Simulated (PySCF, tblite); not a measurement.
Isomers of [C5H4FN2]- (charge -1). Level: GFN2-xTB in tblite, geometry and Hessian alike; calculated harmonic values, unscaled, isolated species. Errors from tens to a few hundred cm⁻¹ against measured bands are possible. One conformer each.

Electronic energies: PBE0/pcSseg-1 single points on the GFN2-xTB geometries (PySCF, gas phase).

```json
{"SMILES": "C=Cc1[n-]cnc1F", "electronic energy, lowest = 0 (kcal/mol)": "0.5"}
{"SMILES": "C=Cc1cc(F)[n-]n1", "electronic energy, lowest = 0 (kcal/mol)": "17.8"}
{"SMILES": "C=Cc1nc(F)c[n-]1", "electronic energy, lowest = 0 (kcal/mol)": "0.0"}
{"SMILES": "F/C=C\\c1cnc[n-]1", "electronic energy, lowest = 0 (kcal/mol)": "5.0"}
{"SMILES": "F/C=C/c1cnc[n-]1", "electronic energy, lowest = 0 (kcal/mol)": "3.8"}
{"SMILES": "C=Nc1c[n-]c(F)c1", "electronic energy, lowest = 0 (kcal/mol)": "15.6"}
```

Problem. How do GFN2-xTB zero-point energies change the relative energies?

Solution. 
```
          SMILES  ZPE (kcal/mol)  of it from modes above 1550 cm⁻¹  electronic (kcal/mol)  with ZPE, lowest = 0 (kcal/mol)  lowest mode (cm⁻¹)  rings
C=Cc1nc(F)c[n-]1            50.4                              19.9                    0.0                              0.0                 123      1
  C=Cc1[n-]cnc1F            50.7                              19.9                    0.5                              0.7                 105      1
F/C=C/c1cnc[n-]1            50.5                              19.8                    3.8                              3.8                 106      1
F/C=C\c1cnc[n-]1            50.6                              19.8                    5.0                              5.1                  83      1
C=Nc1c[n-]c(F)c1            49.8                              19.5                   15.6                             14.9                 121      1
C=Cc1cc(F)[n-]n1            50.2                              19.9                   17.8                             17.6                 113      1
```

The zero-point energies span 0.9 kcal/mol, from `C=Nc1c[n-]c(F)c1` to `C=Cc1[n-]cnc1F`. The order is unchanged.

Problem. And how do the electronic energies of GFN2-xTB itself compare?

Solution. `C=Cc1nc(F)c[n-]1` 0.9; `C=Cc1[n-]cnc1F` 0.0; `F/C=C/c1cnc[n-]1` 3.4; `F/C=C\c1cnc[n-]1` 6.8; `C=Nc1c[n-]c(F)c1` 11.1; `C=Cc1cc(F)[n-]n1` 16.3 kcal/mol, lowest = 0. Against the energies above, taken from the same isomer `C=Cc1nc(F)c[n-]1`, the largest difference is 5.4 kcal/mol.

Problem. What do entropy and thermal enthalpy add at 298.15 K and 1 bar (rigid rotor, harmonic oscillator, one conformer each)?

Solution. 
```csv
SMILES,point group,symmetry number,S (cal/(mol K)),H − H(0) (kcal/mol),ZPE + H − H(0) − TS (kcal/mol)
C=Cc1nc(F)c[n-]1,Cs,1,81.7,4.82,30.9
C=Cc1[n-]cnc1F,Cs,1,81.6,4.81,31.2
F/C=C/c1cnc[n-]1,Cs,1,82.5,4.84,30.7
F/C=C\c1cnc[n-]1,Cs,1,82.3,4.78,30.9
C=Nc1c[n-]c(F)c1,Cs,1,81.5,4.82,30.3
C=Cc1cc(F)[n-]n1,Cs,1,81.9,4.84,30.7
```
